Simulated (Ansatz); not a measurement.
Be4O3: single points at one geometry.

```yaml
crystal:
  periodic: [false, false, false]
  atoms:
    - {symbol: Be, position_ang: [-0.785834, 1.170034, -0.408524]}
    - {symbol: Be, position_ang: [0.884972, -0.464787, -0.982686]}
    - {symbol: Be, position_ang: [0.738962, 0.190782, 1.175652]}
    - {symbol: Be, position_ang: [-1.190911, -0.838807, 0.174277]}
    - {symbol: O, position_ang: [-0.765425, 0.466645, 1.073258]}
    - {symbol: O, position_ang: [1.727425, -0.288908, 0.204552]}
    - {symbol: O, position_ang: [-0.609188, -0.234968, -1.236539]}
basis:
  gaussian: {orbitals: def2-TZVP, initial_orbitals: start.molden}
hamiltonian: {xc: r2scan, dispersion: d4}
scf: {omitted_lower_state_checks: [starts]}
output: {orbitals: {seedname: orbitals}}
```

The file start.molden holds the orbitals of an earlier run on this structure, at another level or in another basis.

```sh
$ ansatz run in.yaml --threads 4 --pin off --events-out ev --progress --plain --max-ram 4787MiB
```

Shortened log:

```
Functional definition: r2SCAN
1017 factors; their error is unknown
mean field evaluation 1: about -7751.1480 eV, gradient 5.0e0 eV
mean field evaluation 2: about -7751.1830 eV, gradient 4.8e-2 eV
mean field evaluation 4: about -7751.1902 eV, gradient 1.8e-4 eV
mean field -7751.19019357 eV, -284.8509856682 hartree, gradient 1.5e-5 eV, S^2 0.000000; 0 other end points of the search recorded, 0 dependent functions left out
reference -7751.19020953 eV, -284.8509862547 hartree; 20, 20 occupied and 149, 149 virtual orbitals, 1017 factors
Total energy: -7751.23343089 eV, -284.8525746105 hartree
Checks for a lower state left out: starts
```

It took 3.1 s on 4 threads of Arm Neoverse V2 on a shared host.

First input, but with `hamiltonian: {xc: pbe, dispersion: d4}`, `output: {forces: true, orbitals: {seedname: orbitals}}` (abridged; 1.4 s):

```
Functional definition: PBE
mean field -7745.50613022 eV, -284.6421001930 hartree, gradient 2.0e-5 eV, S^2 0.000000
Total energy: -7745.69969990 eV, -284.6492137477 hartree
Atom 0 force     0.222786    -1.000998     0.319067 eV/Å
Atom 1 force    -0.257241     0.186988     0.456841 eV/Å
Atom 2 force    -0.191375    -0.107026    -0.511052 eV/Å
Atom 3 force     0.597977     0.865385    -0.222507 eV/Å
Atom 4 force    -0.132049     0.014972    -0.031776 eV/Å
Atom 5 force    -0.105565     0.015599    -0.011822 eV/Å
Atom 6 force    -0.134533     0.025080     0.001249 eV/Å
Dipole moment:     0.182886    -0.029999     0.021434 e Å
Checks for a lower state left out: starts
```

The first input with `hamiltonian: {xc: {name: wB97X-V}}` (abridged; 4.4 s):

```
Functional definition: wB97X-V
mean field -7751.93459763 eV, -284.8783420128 hartree, gradient 2.2e-5 eV, S^2 0.000000
Total energy: -7751.93459537 eV, -284.8783419298 hartree
Checks for a lower state left out: starts
```

The first input with `gaussian: {orbitals: def2-TZVPP, initial_orbitals: start.molden}`, `correlation: {method: ccsd_t}` and without the key `hamiltonian` (abridged; 72 s):

```
Functional definition: HF
mean field evaluation 16: about -7709.8906 eV, gradient 6.6e-1 eV
mean field evaluation 32: about -7709.8924 eV, gradient 2.7e-4 eV
mean field -7712.68989719 eV, -283.4361258726 hartree, gradient 2.8e-6 eV, S^2 0.000000; 1 other end points of the search recorded, 0 dependent functions left out; unrestricted orbitals would lower it
determinant -7712.68989719 eV, -283.4361258726 hartree, with singles and doubles -7740.49329169 eV, -284.4578817747 hartree
determinant -7709.89243823 eV, -283.3333211521 hartree, with singles and doubles -7739.72989558 eV, -284.4298274853 hartree
unrestricted determinant -7714.24805353 eV, -283.4933870623 hartree, S^2 0.9582
3 core orbitals not correlated: weight in the atoms' cores, before any rotation towards them, 1.000 or more for the frozen orbitals, at most 0.000 for the correlated occupied ones
second order -27.68728520 eV of doubles, -0.00000000 eV of singles
cycle   1  -26.91203075 eV  change    1.2e-1 eV  update   1.4e-1
cycle   2  -27.64351260 eV  change   -7.3e-1 eV  update   5.9e-2
cycle   3  -27.86063809 eV  change   -2.2e-1 eV  update   3.7e-2
cycle   4  -27.79837320 eV  change    6.2e-2 eV  update   1.4e-2
cycle   5  -27.80339450 eV  change   -5.0e-3 eV  update   8.4e-3
cycle   6  -27.81446069 eV  change   -1.1e-2 eV  update   3.8e-3
cycle   7  -27.81363275 eV  change    8.3e-4 eV  update   1.7e-3
cycle   8  -27.81369887 eV  change   -6.6e-5 eV  update   6.6e-4
cycle   9  -27.81401117 eV  change   -3.1e-4 eV  update   2.4e-4
cycle  10  -27.81381474 eV  change    2.0e-4 eV  update   9.3e-5
cycle  11  -27.81392590 eV  change   -1.1e-4 eV  update   4.1e-5
cycle  12  -27.81392597 eV  change   -6.9e-8 eV  update   1.7e-5
perturbative correction -1.27531617 eV, -0.0468670047 hartree
WARN: these amplitudes may be one of several solutions (largest doubles amplitude 0.32, level shift 1.04 eV)
Total energy: -7741.77913932 eV, -284.5051358037 hartree
Checks for a lower state left out: starts
```

The first input with `gaussian: {orbitals: def2-SVP, initial_orbitals: start.molden}`, `hamiltonian: {xc: pbe0, dispersion: d4}` (abridged; 0.85 s):

```
Functional definition: PBE0
mean field -7735.60552499 eV, -284.2782596617 hartree, gradient 2.2e-5 eV, S^2 0.000000
Total energy: -7735.76616476 eV, -284.2841630643 hartree
Checks for a lower state left out: starts
```

As the first input, with `hamiltonian: {xc: hse06, dispersion: d4}` (abridged; 1.8 s):

```
Functional definition: HSE06
mean field -7745.13040264 eV, -284.6282924591 hartree, gradient 1.0e-5 eV, S^2 0.000000
Total energy: -7745.27928668 eV, -284.6337638465 hartree
Checks for a lower state left out: starts
```

First input, but with `correlation: {method: mp2}` and without the key `hamiltonian` (abridged; 2.3 s):

```
Functional definition: HF
mean field -7712.68989719 eV, -283.4361258726 hartree, gradient 2.8e-6 eV, S^2 0.000000; unrestricted orbitals would lower it
mean field evaluation 16: about -7713.1075 eV, gradient 4.6e0 eV
unrestricted determinant -7714.24805353 eV, -283.4933870623 hartree, S^2 0.9582
3 core orbitals not correlated: weight in the atoms' cores, before any rotation towards them, 1.000 or more for the frozen orbitals, at most 0.000 for the correlated occupied ones
second order -27.68728520 eV of doubles, -0.00000000 eV of singles
Total energy: -7740.37718238 eV, -284.4536148365 hartree
Checks for a lower state left out: starts
```

Geometry: PBE0-D4/def2-SVP.

HSE06 is defined as in plane-wave codes, on full-range PBE exchange. Correlated methods freeze 3 core orbitals. The restricted singlet is unstable towards broken spin symmetry in Hartree–Fock (as tested in another run); at r2SCAN-D4/def2-TZVP, PBE-D4/def2-TZVP, ωB97X-V/def2-TZVP, PBE0-D4/def2-SVP and others this wasn't settled. At CCSD(T)/def2-TZVPP the program marks the result for the charge 0 singlet as doubtful (other roots). At CCSD(T)/def2-TZVPP T1 of the charge 0 singlet is large (up to 0.021), so the single-reference result is doubtful. At CCSD(T)/def2-TZVPP, MP2/def2-TZVP the restricted singlet (for correlated methods, its reference) is unstable: a solution with broken spin symmetry lies lower. Another isomer (singlet) lies 2.57 eV lower at PBE0-D4/def2-TZVP; other spin states weren't run for this one.
